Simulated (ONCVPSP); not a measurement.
**tin: ONCV pseudisation with PBE, non-relativistic reference atom.**

```
Element                 : Sn (Z = 50)
Generator               : ONCVPSP 4.0.1
Type                    : optimised norm-conserving Vanderbilt (ONCV)
Functional              : PBE
Relativity              : non-relativistic
Frozen core             : [Ar] 3d10
Valence charge          : 22
Reference configuration : 4s2 4p6 4d10 5s2 5p2
Partial waves           : 4s+5s: rc 1.35 bohr, ncon 4, nbas 7, qcut 11.3 1/bohr, 2 projectors; 4p+5p: rc 1.25 bohr, ncon 5, nbas 9, qcut 13.5 1/bohr, 2 projectors; 4d: rc 1.20 bohr, ncon 4, nbas 8, qcut 16.5 1/bohr, 3 projectors, debl 3.4 Ha
Local potential         : polynomial inside 1.10 bohr (lpopt 5, dvloc0 1 Ha)
Core correction         : none
```

Poles of the logarithmic derivatives, all-electron (AE) and pseudo (PS). s: poles at -3.9 (AE) and -3.9 (PS) Ha. p: poles at -1.8 (AE) and -1.8 (PS) Ha. d: poles at 1.4 (AE) and 1.4 (PS) Ha. Test radii: s 1.37, p 1.27, d 1.22 bohr.

- Cutoffs needed: 62 Ha and 72 Ha (the cutoffs (Ha) at which the residual kinetic energy of the hardest occupied pseudo-wave falls to 1 and 0.1 mHa per electron)
- Ghost test: no bound ghost flagged; GHOST(+) flagged for s at 457.7 eV
- Largest excitation error: +3.1 meV (all-electron minus pseudo) for 4s2 4p6 4d9 5s2 5p3, out of 4 test configurations
